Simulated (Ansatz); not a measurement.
Z-matrix (Å, degrees):
```
C
C 1 1.519
H 1 1.093 2 111.5
H 1 1.094 2 111.2 3 119.8
H 1 1.094 2 112.0 3 -120.5
Sb 2 2.154 1 113.0 3 60.7
H 2 1.092 1 112.1 3 -58.0
H 2 1.092 1 111.4 3 -178.7
O 6 1.978 2 93.3 1 -153.9
H 6 1.721 2 91.9 1 -58.9
H 9 0.960 6 110.4 2 -143.2
```

The species carries charge 0 and has multiplicity 1. Sb: def2 effective core potential.

Question: List the PBE0/def2-TZVPP orbital energies in eV (Ansatz 0.2.0). (An estimate is asked.)

Answer: The calculation gave: Occupied: -522.21, -278.26, -278.11, -156.78, -108.37, -108.29, -108.17, -36.04, -35.92, -35.82, -35.77, -35.70, -26.99, -21.36, -17.54, -15.29, -12.69, -12.52, -11.61, -10.73, -10.04, -9.76, -9.23, -7.86, -6.85. Lowest empty: -0.85, 0.06, 1.27, 1.74, 2.32, 2.57, 2.81, 3.30.
